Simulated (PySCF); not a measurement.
Method: PBE-D3(BJ)/def2-TZVP // B3LYP-D3(BJ)/def2-SVP run with PySCF. All species are isolated molecules in the gas phase. One relaxed conformer stands for a flexible species; it need not be the lowest. 

Reference species (SMILES): `c1(ccc2c(c1B)nccc2)F` (neutral, multiplicity 1).

- LUMO: -3.23 eV
- HOMO: -5.91 eV
- S1 oscillator strength: 0.000

Changed species: `Bc1cc(c2c(nccc2)c1)F`.

Question: Give the shifts of the LUMO, HOMO and S1 oscillator strength.

Answer: the LUMO decreases by 0.15 eV, to -3.38 eV; the HOMO falls by 0.23 eV, to -6.14 eV; the S1 oscillator strength is nearly the same.
